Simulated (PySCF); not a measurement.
Method: PySCF 2.14.0 with TPSSh-D3(BJ)/def2-TZVP // PBE0-D3(BJ)/def2-TZVP. Gas-phase values, no solvent. One relaxed conformer stands for a flexible species; it need not be the lowest. Excitations are Tamm–Dancoff values on a coarser integration grid. The basis has no diffuse functions, so Rydberg states are missing or too high.

Reference species (SMILES): `CCC[SiH3]` (C–C–C–Si torsion 180°) (neutral, multiplicity 1).

```
Property                 Result
----------------------  -------
S1 oscillator strength    0.117
S1–T1 gap (TDA)         0.50 eV
T1 excitation (TDA)     7.43 eV
```

Changed species: `C[SiH](C)C`.

Question: Give the shifts of the S1 oscillator strength, S1–T1 gap (TDA) and T1 excitation (TDA).

Answer: the S1 oscillator strength drops by 0.056, to 0.061; the S1–T1 gap (TDA) drops by 0.28 eV, to 0.22 eV; the T1 excitation (TDA) increases by 0.62 eV, to 8.05 eV.
